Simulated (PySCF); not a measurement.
# Working out the ionisation energy of B²⁺

B²⁺ [He] 2s1 (2S) → B³⁺ 1s2 (1S). Calculation: PySCF 2.14, in dyall-acv3z; the non-relativistic Hamiltonian (point nucleus). Frozen: nothing; the 5 highest virtual orbitals dropped. Energies in hartree (1 hartree = 27.21139 eV):

```
            part  B²⁺ (lower)  B³⁺ (upper)
             UHF   -23.376036   -21.986224
CCSD correlation    -0.045458    -0.042106
             (T)    -0.000019     0.000000
```

Q: What does Hartree-Fock give?

A: (-21.986224) − (-23.376036) = 1.389812 hartree = 37.819 eV.

Q: What do CCSD and CCSD(T) give?

A: The CCSD correlation energies differ by 0.003352 hartree = 0.091 eV and the triples by 0.000019 hartree = 0.001 eV, so CCSD gives 37.910 eV and CCSD(T) 37.911 eV.

Measured between the centres of the two terms (NIST): 37.931 eV, so CCSD(T) (valence and next inner shell) is off by -0.020 eV.

What remains against the reference includes basis incompleteness and higher excitations.
